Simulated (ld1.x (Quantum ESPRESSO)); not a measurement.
**iron, RRKJ: configuration errors across variants**

ld1.x (Quantum ESPRESSO) 7.5 input, shortened:

```
&input
   title='Fe', zed=26., rel=1, dft='PW91', iswitch=3,
   config='[Ar] 3d6 4s1 4p0'
 /
 &inputp
   pseudotype=2, tm=.false., rho0=0.001, lloc=-1, rcloc=1.40,
   nlcc=.true., new_core_ps=.true., rcore=1.05
 /
3
4S  1  0   1.00   0.00  2.45  2.45  0.0
4P  2  1   0.00   0.00  2.15  2.15  0.0
3D  3  2   6.00   0.00  1.60  1.60  0.0
 &test
   configts(1)='3d6 4s1 4p0'
 /
```

All-electron excitation energies from the reference (eV): (1) 3d6 4s2 4p0 -8.791; (2) 3d6 4s0 4p0 16.252; (3) 3d5 4s0 4p0 50.579; (4) 3d5 4s2 4p1 -0.006; (5) 3d6 4s0 4p1 5.075; (6) 3d6 4s1 4p1 -4.664; (7) 3d6.5 4s1.5 4p0 -9.528.

Tests that are not counted but printed errors over 1 eV. “all radii but the core radius scaled by about 1.12 (s 2.74, p 2.40, d 1.80 bohr); local potential all-electron potential smoothed inside 1.56 bohr (lloc = -1)”: 3d6 4s1 4p1 (solver errors, printed error -544 eV); 3d5 4s2 4p1 (solver errors, printed error -539 eV); 1 more. “all radii but the core radius scaled by about 1.19 (s 2.90, p 2.56, d 1.90 bohr); local potential all-electron potential smoothed inside 1.66 bohr (lloc = -1)”: 3d6.5 4s1.5 4p0 (solver errors, printed error -535 eV); 3d6 4s2 4p0 (solver errors, printed error -524 eV); 1 more. “all radii but the core radius scaled by about 1.26 (s 3.08, p 2.70, d 2.02 bohr); local potential all-electron potential smoothed inside 1.76 bohr (lloc = -1)”: 3d6 4s2 4p0 (solver errors, printed error -527 eV); 3d6.5 4s1.5 4p0 (solver errors, printed error -524 eV). “all radii but the core radius scaled by about 1.33 (s 3.26, p 2.86, d 2.12 bohr); local potential all-electron potential smoothed inside 1.86 bohr (lloc = -1)”: 3d6 4s2 4p0 (solver errors, printed error -508 eV); 3d6.5 4s1.5 4p0 (solver errors, printed error -518 eV).

2 further variants failed, have other tests or too few solved ones, and are left out.

A true bound ghost makes a file unfit for plane-wave use even where its test errors are small: the radial tests pick states by their node count and pass the ghost by. Where a test does run into it, the solver fails or the error is huge.

Errors AE − PS in meV (a dash: test not solved or not reliable):

```csv
change,(1),(2),(3),(4),(5),(6),(7),bound ghosts
base,-4.6,-12,-166,-267,-0.8,-0.1,-19,s
"all radii but the core radius scaled by about 0.87 (s 2.14, p 1.88, d 1.40 bohr); local potential all-electron potential smoothed inside 1.22 bohr (lloc = -1)",-5.5,-16,-184,-231,-1.4,+2.6,-14,s
"all radii but the core radius scaled by about 0.96 (s 2.36, p 2.08, d 1.54 bohr); local potential all-electron potential smoothed inside 1.36 bohr (lloc = -1)",-4.7,-13,-170,-276,-0.7,+0.2,-18,s
"all radii but the core radius scaled by about 1.04 (s 2.56, p 2.24, d 1.66 bohr); local potential all-electron potential smoothed inside 1.46 bohr (lloc = -1)",-4.0,-11,-156,-234,-1.3,-0.6,-22,s
"all radii but the core radius scaled by about 1.12 (s 2.74, p 2.40, d 1.80 bohr); local potential all-electron potential smoothed inside 1.56 bohr (lloc = -1)",+854,-9.9,-138,–,-2.7,–,–,s
"all radii but the core radius scaled by about 1.19 (s 2.90, p 2.56, d 1.90 bohr); local potential all-electron potential smoothed inside 1.66 bohr (lloc = -1)",–,-11,-120,+354,-5.0,–,–,none
"all radii but the core radius scaled by about 1.26 (s 3.08, p 2.70, d 2.02 bohr); local potential all-electron potential smoothed inside 1.76 bohr (lloc = -1)",–,-14,-92,+135,-7.2,+0.4,–,s
"all radii but the core radius scaled by about 1.33 (s 3.26, p 2.86, d 2.12 bohr); local potential all-electron potential smoothed inside 1.86 bohr (lloc = -1)",–,-20,-54,+184,-9.9,+0.3,–,none
```

(1) Give the same row for: all radii but the core radius scaled by about 1.38 (s 3.38, p 2.96, d 2.20 bohr); local potential all-electron potential smoothed inside 1.92 bohr (lloc = -1).

Results:

(1) –, -28, +8.8, +274, -12, +0.3, –; bound ghosts: none. Not counted: 3d6 4s2 4p0 (solver errors, printed error -512 eV); 3d6.5 4s1.5 4p0 (solver errors, printed error -507 eV).
